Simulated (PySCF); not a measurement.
**GeO(OH) + 3 HCl → GeCl₃ + 2 H₂O**

Level: PBE0 in the def2-TZVP basis family, all electrons, no relativity, computed in PySCF with density fitting; open shells unrestricted.

```
species                                                                 state and structure       E (Eh)  ZPE (kJ/mol)  H(298 K) − H(0) (kJ/mol)  S° (J/(mol K))
GeO(OH)  doublet, Cs, Ge–O 1.677 Å, Ge–O 1.775 Å, O–H 0.965 Å; Ge–O–H 111.0°, O–Ge–O 116.8°  -2227.67368          40.1                      13.0           287.4
    HCl                                                          singlet, C∞v, H–Cl 1.279 Å   -460.66440          17.9                       8.7           186.6
  GeCl₃                              doublet, C3v, Ge–Cl 2.149 Å (×3); Cl–Ge–Cl 108.7° (×3)  -3457.03512          10.0                      17.4           335.8
    H₂O                                        singlet, C2v, O–H 0.960 Å (×2); H–O–H 105.1°    -76.37736          56.5                       9.9           188.7
```

**Question.** What is the electronic reaction energy?

**Answer.** At PBE0/def2-TZVP, ΔE = -322.8 kJ/mol from the differences of the total energies times 2625.5, downhill. 

**Question.** Add zero-point, thermal and entropy terms for 298.15 K and 1 bar.

**Answer.** ΔZPE = 29.2 and Δ[H(298) − H(0)] = -1.9 kJ/mol give ΔH° = -295.5 kJ/mol. ΔS° = -134.0 J/(mol K), so ΔG° = -295.5 − 298.15 × (-0.1340) = -256 kJ/mol. ΔG° would change sign near 2210 K if ΔH° and ΔS° stayed fixed.

Only the bonding shown was studied: isomers, or loss of a ligand pair, can lie lower.
